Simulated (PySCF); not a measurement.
**Co (cobalt, neutral) across methods**

[Ar] 3d6 4s2 5s1, high-spin 6D determinant (an excited configuration). Calculation: PySCF 2.14, in aug-cc-pVTZ (8s7p5d3f2g, 93 functions); no relativity, point nucleus.

| method | E (hartree) | mean ε 4s α (eV) | mean ε 4s β (eV) | mean ε 5s α (eV) | Σ⟨r²⟩ (bohr²) | ⟨S²⟩ |
| --- | --- | --- | --- | --- | --- | --- |
| PBE | -1382.089 | -10.834 | -9.896 | -1.775 | 92.60 | 8.753 |
| B97-3 | -1382.213 | -11.573 | -10.816 | -1.949 | 95.80 | 8.754 |
| wB97X | -1382.367 | -13.913 | -13.289 | -2.740 | 96.98 | 8.754 |
| M06 | -1382.303 | -12.019 | -11.003 | -1.781 | 92.32 | 8.754 |
| r2SCAN | -1382.319 | -11.001 | -10.160 | -1.741 | 93.40 | 8.758 |
| LDA | -1379.750 | -11.091 | -10.167 | -1.744 | 91.79 | 8.753 |
| B3LYP | -1382.396 | -11.560 | -10.775 | -1.897 | 93.27 | 8.754 |
| PBE0 | -1382.128 | -11.702 | -10.747 | -2.051 | 94.18 | 8.754 |

**Question.** Estimate the same row for UHF.

**Answer.** E (hartree) = -1381.11266; mean ε 4s α (eV) = -13.584; mean ε 4s β (eV) = -12.406; mean ε 5s α (eV) = -2.557; Σ⟨r²⟩ (bohr²) = 100.5; ⟨S²⟩ = 8.757.

The outer electron is Rydberg-like, and this basis confines it to a smaller radius and binds it less than a complete one would.
